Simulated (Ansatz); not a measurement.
Consider the formal exchange of groups at a B–N bond: `BN=CSC` + `OBCCl` → `BC(Cl)BO` + `CSC=N`.

Gas-phase electronic energies from Ansatz, PBE0-D4/def2-TZVP geometries. CBS: MP2 limit from def2 TZ/QZ plus the TZ coupled-cluster correction, frozen cores. Functionals use def2-TZVPP. One conformer a species, not always the lowest.

`BN=CSC`:

```xyz
11

B    -1.517   -0.932    0.917
N    -0.689   -0.935   -0.158
C     0.086   -0.903   -1.125
S     1.338    0.284   -1.412
C     1.139    1.335    0.025
H    -2.557   -0.339    0.851
H    -1.191   -1.526    1.907
H     0.052   -1.652   -1.922
H     0.144    1.780    0.039
H     1.890    2.120   -0.061
H     1.304    0.768    0.940
```

`OBCCl`:

```xyz
8

O     0.996   -1.327    0.409
B     0.855   -0.065   -0.020
C    -0.558    0.613   -0.184
Cl   -1.904   -0.482    0.261
H     0.136   -1.733    0.592
H     1.844    0.558   -0.285
H    -0.726    0.933   -1.215
H    -0.643    1.504    0.443
```

`BC(Cl)BO`:

Cartesian coordinates in Å:
```
B -0.048 -0.232 1.549
C 0.540 -0.208 0.125
Cl 1.780 1.055 -0.182
B -0.621 -0.155 -0.961
O -0.671 0.813 -1.883
H -0.736 -1.165 1.844
H 0.139 0.652 2.326
H 1.010 -1.186 -0.060
H -1.465 -1.002 -0.968
H 0.072 1.429 -1.790
```

`CSC=N`:

Z-matrix (Å, degrees):
```
C
S 1 1.793
H 1 1.090 2 106.6
H 1 1.089 2 110.2 3 -119.7
H 1 1.089 2 110.2 3 119.7
C 2 1.737 1 100.4 3 179.8
N 6 1.265 2 123.6 1 -0.0
H 6 1.096 2 111.0 1 180.0
H 7 1.017 6 110.8 2 -180.0
```

CCSD(T)/CBS gives +100.0 kJ/mol.

Q: Another level gave +108.6 kJ/mol. Which?
A. HF/def2-TZVPP
B. CCSD(T)/def2-TZVPP
C. PBE0-D4/def2-TZVPP
D. PBE-D4/def2-TZVPP

A: C. PBE0-D4 108.6, CCSD(T)/def2-TZVPP 100.7, PBE-D4 115.0, HF/def2-TZVPP 95.3 kJ/mol.

Largest T1 diagnostic among the species: 0.015.

In def2-TZVPP, CCSD(T) changes the Hartree–Fock value by +5.4 kJ/mol (the triples alone add +1.7 kJ/mol) and MP2 by +6.9 kJ/mol. From PBE to PBE0 (25 % exact exchange), in def2-TZVPP and without D4, ΔE moves by −6.6 kJ/mol.
